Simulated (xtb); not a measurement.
C4H5NS2, SMILES Cc1ncsc1S. All values are semi-empirical tight-binding results from xtb (GFN2-xTB unless named), good for trends rather than for accurate numbers. The structure is a stationary point at GFN2-xTB. One conformer was computed; it need not be the lowest.

Optimised geometry:

Bond lengths (Å): C1–C2 1.491, C1–H8 1.090, C1–H9 1.086, C1–H10 1.090, C2–N3 1.354, C2–C6 1.373, N3–C4 1.280, C4–S5 1.739, C4–H11 1.071, S5–C6 1.734, C6–S7 1.752, S7–H12 1.332. Bond angles (°): C2–C1–H8 111.0, C2–C1–H9 108.4, C2–C1–H10 111.0, H8–C1–H9 108.9, H8–C1–H10 108.7, H9–C1–H10 108.9, C1–C2–N3 120.0, C1–C2–C6 126.5, N3–C2–C6 113.5, C2–N3–C4 113.0, N3–C4–S5 115.0, N3–C4–H11 124.2, S5–C4–H11 120.7, C4–S5–C6 87.6, C2–C6–S5 110.9, C2–C6–S7 129.2, S5–C6–S7 119.9, C6–S7–H12 95.0.

```yaml
point_group_as_xtb_finds_it: Cs
orbital_gap: 3.04 eV
zero_point_energy: 49.8 kcal/mol
G − E(el) at 298.15 K (modified RRHO): 29.3 kcal/mol
static polarisability (D4 model): 91.5 bohr³
solvation energy, GFN2-xTB/ALPB(water): -1.6 kcal/mol
solvation energy, GFN2-xTB/ALPB(ether): -7.9 kcal/mol
```

Computed atomic charges and the Wiberg bond orders between heavy atoms:
charges (e) C1 -0.11, C2 0.06, N3 -0.22, C4 0.07, S5 -0.04, C6 0.04, S7 -0.21, H8 0.05, H9 0.07, H10 0.05, H11 0.06, H12 0.18. Bond orders C1–C2 1.02, C2–N3 1.24, N3–C4 1.65, C4–S5 1.16, C2–C6 1.51, S5–C6 1.16, C6–S7 1.07.
